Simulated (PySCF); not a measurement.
# Exercise with solution: refractive index and permittivity of the vapour

H3NOZn, SMILES [NH2][Zn][OH].

Geometry: B3LYP-D3(BJ)/def2-TZVP. One conformer was computed; it need not be the lowest.

PBE/def2-TZVPD run with PySCF gives a mean static polarisability of 42.2 bohr³ and a dipole moment of 2.31 D. Take an ideal gas at 298.15 K and 1 bar, whether or not the substance is that volatile.

Task: Work out n − 1 in the optical limit and the static ε − 1.

Result: 
Polarisability volume α' = 42.2 × 0.148185 = 6.25 Å³. Number density N = p/kT = 2.43e-5 Å⁻³.
Dilute limit of Lorentz–Lorenz: n − 1 = 2π N α' = 0.00095.
Orientation term of Debye: μ²/(3kT) = 8.098 Å³ × μ²(D²) = 43.21 Å³.
ε − 1 = 4π N (α' + μ²/3kT) = 0.015. Orientation of the dipole supplies 87 % of the static response; it can't follow optical fields. Vibrational polarisation and dispersion are left out.
